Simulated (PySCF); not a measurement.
A geometry optimisation on `C[C@@H]1O[SiH2][C@@H]1F`.

Computed with PBE0-D3(BJ)/def2-SVP geometry optimisation, gas phase (PySCF 2.14.0). Start geometry: GFN2-xTB. A driver script takes a list of jobs; this job's settings line and coordinates (Å) are shown.

Command:
```bash
OMP_NUM_THREADS=1 python probes_run.py task.json out
```

Input:
```
{"job": {"xc": "PBE0", "basis": "def2-SVP", "d3": "d3bj", "grid": 1, "shake": 0.01, "kind": "geom"}, "charge": 0, "multiplicity": 1}
C      1.656500    -0.270380    -0.289610
C      0.448800     0.538280     0.226220
O     -0.110870    -0.071050     1.405820
Si    -1.527180    -0.499830     0.799270
C     -0.800330     0.478480    -0.674110
F     -0.599530    -0.151720    -1.869670
H      2.039390     0.231100    -1.186860
H      2.427870    -0.286250     0.460270
H      1.320740    -1.250330    -0.522800
H      0.749440     1.561120     0.495580
H     -1.711070    -1.932540     0.570660
H     -2.657720     0.157060     1.491880
H     -1.230210     1.479170    -0.916990
```

Output:
```
step   0  E = -582.33377703  max force = 0.056176
step   1  E = -582.34242874  max force = 0.011475
step   2  E = -582.34293785  max force = 0.006262
step   3  E = -582.34306029  max force = 0.000906
step   4  E = -582.34306865  max force = 0.000389
optimisation converged
```

Energies in Eh; «max force» is the largest Cartesian gradient component in Eh/bohr.

Q: Give the first gradient maximum in eV/Å.

A: With 1 Eh/bohr = 51.422 eV/Å, 2.889 eV/Å.

Q: How much energy does the optimisation release, in kcal/mol?

A: E(step 0) − E(last step) = 0.009292 Eh, which is 5.8 kcal/mol.

In short: final energy -582.34307 Eh after 4 steps; dipole 0.87 D.

Q: How long does this job take on one thread of an Arm Neoverse V1 (shared host)? And the peak memory of the process?

A: About 42 s, with 0.49 GiB resident at the peak, the Python interpreter and its libraries included.
Labels such as C1 count atoms from 1, the log's own numbers from 0.
